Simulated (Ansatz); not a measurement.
Job for Ansatz (an electronic-structure program): R-CCSD(T)/cc-pV(D+d)Z on AlH4NO2 (SMILES [NH2][Al]([OH])[OH]), a point of a torsion scan. Files ending in .json are basis or fitting sets from the Basis Set Exchange.

Ansatz 0.2 input:
```yaml
crystal:
  periodic: [false, false, false]
  atoms:
    - {symbol: N, position_ang: [1.47906365, -0.06569901, 0.18065528]}
    - {symbol: Al, position_ang: [-0.22718610, -0.02470574, -0.31282370]}
    - {symbol: O, position_ang: [-0.92994426, -1.38779675, -0.90194803]}
    - {symbol: O, position_ang: [-0.99258309, 1.42246349, -0.13205657]}
    - {symbol: H, position_ang: [1.97020216, 0.71881397, 0.57354839]}
    - {symbol: H, position_ang: [2.06457554, -0.88333341, 0.16175715]}
    - {symbol: H, position_ang: [-1.29684136, -2.17013638, -1.27957984]}
    - {symbol: H, position_ang: [-1.68084406, 2.06881386, -0.15722300]}
basis:
  gaussian:
    orbitals: cc-pV_D+d_Z.json
magnetization: {spin_polarized: false}
correlation: {method: ccsd_t, electrons: outside_noble_gas}
scf: {lower_state_search: off}
```

Program output:

```
WARN ansatz: RAYON_NUM_THREADS=1 ignored (pool sized by the plan → 1); use --threads N
Functional definition: HF
these checks for a lower state are left out or cut short: stability, starts, cluster_reference, orbital_swaps, neighbouring_geometries, increment
integrals: 0.08 GiB planned
812 factors; integrals over basis functions are off by at most 1.4e-3 eV
mean field: 0.17 GiB planned
mean field evaluation 1: about -12201.2204 eV, gradient 5.5e1 eV
mean field evaluation 2: about -12201.2218 eV, gradient 5.5e1 eV
mean field evaluation 4: about -12206.6232 eV, gradient 2.5e0 eV
mean field evaluation 8: about -12206.6471 eV, gradient 2.9e-4 eV
mean field -12206.64710665 eV, -448.5860072067 hartree, gradient 2.9e-6 eV, S^2 0.000000; 0 other end points of the search recorded, 0 dependent functions left out
8 core orbitals not correlated
reference -12206.64710665 eV, -448.5860072067 hartree; 12, 12 occupied and 65, 65 virtual orbitals, 812 factors
second order -16.51836282 eV of doubles, -0.00000000 eV of singles
coupled cluster: 0.24 GiB planned
cycle   1  -16.70334958 eV  change   -1.8e-1 eV  update   8.3e-2
cycle   2  -17.03186139 eV  change   -3.3e-1 eV  update   2.4e-2
cycle   3  -17.13337922 eV  change   -1.0e-1 eV  update   1.3e-2
cycle   4  -17.12704305 eV  change    6.3e-3 eV  update   2.6e-3
cycle   5  -17.12519048 eV  change    1.9e-3 eV  update   9.9e-4
cycle   6  -17.12536619 eV  change   -1.8e-4 eV  update   3.0e-4
cycle   7  -17.12522424 eV  change    1.4e-4 eV  update   9.2e-5
cycle   8  -17.12518801 eV  change    3.6e-5 eV  update   2.9e-5
cycle   9  -17.12518876 eV  change   -7.5e-7 eV  update   1.1e-5
perturbative correction -0.33721599 eV, -0.0123924592 hartree
Total energy: -12224.10951140 eV, -449.2277387450 hartree
Checks for a lower state left out: stability, starts, cluster_reference, orbital_swaps, neighbouring_geometries, increment
```

The calculation finished and met its thresholds.

Cost: around 3 core-seconds (rough).
